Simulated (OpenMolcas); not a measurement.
## OpenMolcas run: N

Input:

```
&GATEWAY
Coord
1

N 0.0 0.0 0.0
Basis=ANO-RCC-VDZP
Group=XYZ
NoMove
AngMom=0.0 0.0 0.0
AMFI
&SEWARD
* reference wave functions (RASSCF and RASSI steps not shown): 5 electrons in 9 orbitals (RAS2 2s 2p; RAS3 3d, at most 2 electrons)
>>> COPY JOB001 $Project.JobIph
&CASPT2
Multistate=1 1
Frozen=1 0
IPEA=0.4
Imaginary=0.4
MaxIter=60
WThr=0.0 0.3 0.05
PrWF=0.5
NoMix
>>> COPY JOB002 $Project.JobIph
&CASPT2
Multistate=8 1 2 3 4 5 6 7 8
Frozen=1 0
IPEA=0.4
Imaginary=0.4
MaxIter=60
WThr=0.0 0.3 0.05
PrWF=0.5
NoMix
```

Launched by
```bash
OMP_NUM_THREADS=1 MOLCAS_MEM=2252 MOLCAS_PROJECT=a pymolcas a.inp > a.log  # once for each step of the input, in one work folder
```

Output, cut to the results:

```
--- CASPT2 ---
Orbital specifications:
      -----------------------

      Symmetry species                           1   2
                                                ag  au
      Frozen orbitals                            1   0
      Inactive orbitals                          0   0
      Active orbitals                            6   3
      Secondary orbitals                         1   3
      Deleted orbitals                           0   0
      Number of basis functions                  8   6
Type of calculation                        SS-CASPT2
      Fock operator                              state-specific
      IPEA shift                                 0.40
      Real shift                                 0.00
      Imaginary shift                            0.40
      The input orbitals will be transformed to quasi-canonical
Reference energy:         -54.4915319138
      E2 (Non-variational):      -0.0319637552
      Shift correction:          -0.0008694361
      E2 (Variational):          -0.0328331913
      Total energy:             -54.5243651051
      Residual norm:              0.0000004392
      Reference weight:           0.98743
      Contributions to the CASPT2 correlation energy
      Active & Virtual Only:         -0.0319637552
      One Inactive Excited:           0.0000000000
      Two Inactive Excited:           0.0000000000
::    CASPT2 Root  1     Total energy:    -54.52436511
--- CASPT2 ---
Orbital specifications:
      -----------------------

      Symmetry species                           1   2
                                                ag  au
      Frozen orbitals                            1   0
      Inactive orbitals                          0   0
      Active orbitals                            6   3
      Secondary orbitals                         1   3
      Deleted orbitals                           0   0
      Number of basis functions                  8   6
Type of calculation                        MS-CASPT2
      Fock operator                              state-specific
      IPEA shift                                 0.40
      Real shift                                 0.00
      Imaginary shift                            0.40
      The input orbitals will be transformed to quasi-canonical
Reference energy:         -54.3880498667
      E2 (Non-variational):      -0.0346485819
      Shift correction:          -0.0009489813
      E2 (Variational):          -0.0355975632
      Total energy:             -54.4236474299
      Residual norm:              0.0000005062
      Reference weight:           0.98668
      Contributions to the CASPT2 correlation energy
      Active & Virtual Only:         -0.0346485819
      One Inactive Excited:           0.0000000000
      Two Inactive Excited:           0.0000000000
Reference energy:         -54.3880498667
      E2 (Non-variational):      -0.0346585947
      Shift correction:          -0.0009507700
      E2 (Variational):          -0.0356093647
      Total energy:             -54.4236592314
      Residual norm:              0.0000005114
      Reference weight:           0.98667
      Contributions to the CASPT2 correlation energy
      Active & Virtual Only:         -0.0346585947
      One Inactive Excited:           0.0000000000
      Two Inactive Excited:           0.0000000000
::    CASPT2 Root  1     Total energy:    -54.42364743
::    CASPT2 Root  2     Total energy:    -54.42365923
::    CASPT2 Root  3     Total energy:    -54.42364418
::    CASPT2 Root  4     Total energy:    -54.42364097
::    CASPT2 Root  5     Total energy:    -54.42365390
::    CASPT2 Root  6     Total energy:    -54.37815937
::    CASPT2 Root  7     Total energy:    -54.37816078
::    CASPT2 Root  8     Total energy:    -54.37816186
::    MS-CASPT2 Root  1     Total energy:    -54.42366114
::    MS-CASPT2 Root  2     Total energy:    -54.42365702
::    MS-CASPT2 Root  3     Total energy:    -54.42364742
::    MS-CASPT2 Root  4     Total energy:    -54.42364432
::    MS-CASPT2 Root  5     Total energy:    -54.42363580
::    MS-CASPT2 Root  6     Total energy:    -54.37816186
::    MS-CASPT2 Root  7     Total energy:    -54.37816078
::    MS-CASPT2 Root  8     Total energy:    -54.37815937
```

Levels above the lowest, from the spin-orbit matrix with the single-state CASPT2 energies, averaged by term, on its diagonal:

```tsv
Configuration	Term	J	E (cm⁻¹)	Measured (cm⁻¹)	g	Term weight %
2s² 2p³	⁴S°	3/2	0.0	0.0	2.002	100
2s² 2p³	²D°	3/2	22104	19233	0.800	100
2s² 2p³	²D°	5/2	22105	19224	1.200	100
2s² 2p³	²P°	3/2	32088	28839	1.334	100
2s² 2p³	²P°	1/2	32091	28839	0.666	100
```

Against the 4 measured excited levels shown (NIST Handbook of Basic Atomic Spectroscopic Data) the mean absolute deviation is 3100 cm-1; the largest miss in energy is 2s² 2p³ ²P°_1/2: computed 32091, measured 28839 cm⁻¹ (+11.3 %), and the largest in proportion 2s² 2p³ ²D°_5/2 (+15.0 %).

Terms from blocks run as CI alone lack orbitals of their own. Active for correlation alone: 3d; no level in the range computed is led by a configuration that fills it, so any true level of that kind is missing. Computed and measured levels are paired by configuration, term and J; levels that our copy of the source lacks, or whose pairing is in doubt (as where it misses far off the trend of its configuration), stay unpaired and out of the deviations. Only configurations of the active space appear. The first state left out of the spin-orbit step lies near 91000 cm-1 above the lowest spin-free state of the reference (among the parities and spins computed), and the list stops at four fifths of that energy or lower.

The CASPT2 steps took 8.3 s on 1 thread of AMD EPYC 7571 (shared host); the integral step is not counted.

The term weight is that of the spin-free term in the level, not the purity of its configuration. ° marks odd parity.
